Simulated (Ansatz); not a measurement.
`Cl[SiH]1[CH2][GeH2]1` + `CC[SiH](O)O` → `C[SiH]1[CH2][GeH2]1` + `O[SiH](O)CCl`  (redistribution)

Program: Ansatz. Geometries: PBE0-D4/def2-TZVP. ΔE: electronic, gas phase. CBS: MP2 limit from def2 TZ/QZ plus the TZ coupled-cluster correction, frozen cores. Functionals use def2-TZVPP. For Ge outer-core shells are correlated without core-valence functions, which leaves a few kJ/mol of doubt a bond. Scalar relativity is left out up to krypton. Each species was taken in one conformer, which may not be the lowest.

```
             level  ΔE (kJ/mol)  difference from CCSD(T)/CBS
         r2SCAN-D4        112.1                          0.7
           PBE0-D4        111.9                          0.5
           ωB97X-V        112.1                          0.7
            B2PLYP        113.3                          1.9
               PBE        109.2                         -2.2
            r2SCAN        112.2                          0.8
    MP2/def2-TZVPP        115.6                          4.2
   CCSD/def2-TZVPP        113.3                          1.9
CCSD(T)/def2-TZVPP        111.7                          0.3
    MP2/def2-QZVPP        115.5                          4.1
       CCSD(T)/CBS        111.4                            0
```

Largest T1 diagnostic among the species: 0.011.
